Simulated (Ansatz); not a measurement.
Geometry optimisation, DFT PBE, scalar-relativistic, plane waves, PAW (Ansatz 0.2.0).

The input (input.yaml):

```yaml
crystal:
  lattice:
    - [6.46, 0.0, 0.0]
    - [-4.845, 8.391786, 0.0]
    - [0.0, 0.0, 5.14539]
  atoms:
    - { symbol: Zr, position: [0.0, 0.0, 0.0] }
    - { symbol: Zr, position: [0.1666667, 0.2222222, 0.5] }
    - { symbol: Zr, position: [0.0, 0.3333333, 0.0] }
    - { symbol: Zr, position: [0.1666667, 0.5555556, 0.5] }
    - { symbol: Zr, position: [0.0, 0.6666667, 0.0] }
    - { symbol: Zr, position: [0.1666667, 0.8888889, 0.5] }
    - { symbol: Zr, position: [0.5, 0.0, 0.0] }
    - { symbol: Zr, position: [0.6666667, 0.2222222, 0.5] }
    - { symbol: Zr, position: [0.5, 0.3333333, 0.0] }
    - { symbol: Zr, position: [0.6666667, 0.5555556, 0.5] }
    - { symbol: Zr, position: [0.5, 0.6666667, 0.0] }
    - { symbol: Zr, position: [0.6666667, 0.8888889, 0.5] }
    - { symbol: H, position: [0.6598993, 0.8870528, 0.8711362] }
basis:
  ecutwfc: 420.0
kpoints:
  mp_grid: { grid: [3, 2, 3] }
hamiltonian:
  xc: pbe
scf:
  occupations: { method: gaussian, width: 0.05 }
  lower_state_search: "off"
relax:
  f_tol: 0.03
  max_steps: 60
  adjacent_minimum: "off"
```

Command:

```bash
$ ansatz run input.yaml --threads 4 --pin off --max-ram 10240MiB --backend cpu --events-out ev --progress --plain --runs-dir out
```

**Question.** Where does it end, and by what steps?

**Answer.** It converged. Limits of this set-up: coarse k mesh, odd electron count without spin. After 5 steps the energy has fallen by 0.100 eV; Zr11 moved furthest, 0.11 Å.

```
step  energy less start (eV)  largest force component (eV/Å)  accepted
   0                  0.0000                           1.050       yes
   1                  0.1111                           1.597        no
   2                 -0.0835                           0.159       yes
   3                 -0.0900                           0.088       yes
   4                 -0.0886                           0.158        no
   5                 -0.0999                           0.027       yes
```

```xyz
13
Lattice="6.4600 0.0000 0.0000 -4.8450 8.3918 0.0000 0.0000 0.0000 5.1454" Properties=species:S:1:pos:R:3
Zr 0.010 0.032 0.014
Zr 0.020 1.892 2.472
Zr -1.618 2.783 -0.056
Zr -1.624 4.635 2.594
Zr -3.234 5.591 0.018
Zr -3.243 7.471 2.566
Zr 3.191 0.030 0.051
Zr 3.232 1.863 2.529
Zr 1.627 2.810 -0.078
Zr 1.632 4.655 2.595
Zr -0.003 5.540 0.097
Zr -0.009 7.457 2.555
H -0.017 7.441 4.561
```

The run took 19 s on 4 threads of Intel(R) Xeon(R) Platinum 8488C (Sapphire Rapids), with other jobs on the host, peak memory 0.9 GiB.
